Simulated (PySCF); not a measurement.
hydrogen iodide (HI), SMILES I. Geometry optimised at B3LYP-D3(BJ)/def2-TZVPD. The def2 effective core potentials stand for the cores of I; spin–orbit coupling is left out.

Computed equilibrium geometry at B3LYP-D3(BJ)/def2-TZVPD (PySCF confirms it by a frequency run) as a Z-matrix, and its point group:
point group C∞v.
```
I
H 1 1.6154
```
Charge 0, spin multiplicity 1.
